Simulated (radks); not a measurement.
Dipole-allowed excitations along the series with 46 electrons in [Kr] 4d10. Method: scalar-relativistic Kohn-Sham, LB94 model potential, spin-polarised, spherical densities, finite nucleus; Fermi nuclear charge, rms radius of each element as measured or else 0.836 A^(1/3) + 0.57 fm; computed with a radial shooting solver on a logarithmic mesh with Libxc functionals. Time-dependent linear response with the Hartree and adiabatic LDA kernel, continuum included through the Sternheimer equations, no spin-orbit coupling, so fine structure and intercombination lines are absent. Lines are the poles of the dipole polarisability below minus the highest occupied eigenvalue, found on a grid refined at the orbital gaps; the lowest seven at most are given, and weak or close lines can be missed. The first line takes the name of the lowest orbital gap if no other gap lies below it; otherwise a line is named after a gap within 0.6 % of it, if that gap stands alone.

| species | -e(HOMO) (eV) | lowest orbital gap (eV) | first line (eV) | f | static alpha (bohr^3) |
|---|---|---|---|---|---|
| Sm16+ | 475.21 | 4d-4f 134.82 | 167.78 (4d-4f) | 7.60 | 0.2522 |
| Eu17+ | 520.26 | 4d-4f 140.72 | 174.93 (4d-4f) | 7.22 | 0.2237 |
| Gd18+ | 567.10 | 4d-4f 146.59 | 181.98 (4d-4f) | 6.91 | 0.1994 |
